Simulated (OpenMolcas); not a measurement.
**In III: effect of correlating more closed shells**

```
Program             : OpenMolcas 26.06
Basis               : ANO-RCC-VTZP [7s6p4d2f1g]
Scalar Hamiltonian  : DKH2, point nucleus
Active space        : 1 electron in 4 orbitals (5s 5p)
State averaging     : 2S+1 = 2 even, 1 root; 2S+1 = 2 odd, 3 roots
Spin-orbit coupling : state interaction with AMFI integrals over the reference wave functions, term energies averaged over their components
```

Methods on the same reference wave functions:
A. CASSCF
B. SS-CASPT2, IPEA 0.25 Eh, imaginary shift 0.1 Eh (closed shells correlated: 4d)
C. SS-CASPT2, IPEA 0.25 Eh, imaginary shift 0.1 Eh (closed shells correlated: 4s 4p 4d)

Energies in cm⁻¹ above 5s ²S_1/2, the measured ground level; measured values from Moore, Atomic Energy Levels, vol. III, NSRDS-NBS 35 (1971 reprint of NBS Circular 467, 1958).

```tsv
Level	A	B	C	Measured
5s ²S_1/2	0.0	0.0	0.0	0.0
5p ²P°_1/2	54626	58315	58933	57181
5p ²P°_3/2	57869	61558	62176	61523
```

Deviations, from unrounded energies. A percentage is the sum of absolute deviations over the sum of measured energies, with the sign that they share, or ± where signs differ.

| Against measurement | Levels | A | B | C |
| --- | --- | --- | --- | --- |
| mean absolute deviation (cm-1) | 2 | 3100 | 580 | 1200 |
| other configurations (%) | 2 | -5.2 | +1.0 | +2.0 |

B lies closest to measurement on these levels and A furthest from it. The largest miss of B in the table is 5p ²P°_1/2, by +1100 cm-1. The ranking rests on the paired levels alone, and a cruder setting can come out closer through cancelling errors.

Between B and C the level of the table that moves most is 5p ²P°_1/2, by 620 cm-1 (lowest in B, highest in C).

The lowest spin-free term lies below A's lowest term by 0.387 hartree in B, 0.619 hartree in C.

What an inner shell adds also hangs on whether the basis holds functions to correlate it.

With one active electron the reference holds no correlation, so core polarisation is missing (holds for A). With one active electron, CASPT2 adds the correlation within the correlated inactive shells and between them and that electron, and leaves the splitting within a term as the reference gives it (holds for B; C). Measured partners are found by configuration, term and J. A level has none where our copy of the source lacks it or the pairing is in doubt (some pairs that miss far off the trend of their configuration count as doubtful), and it then counts in no deviation. Levels of configurations outside the active space are missing.

° marks odd parity.
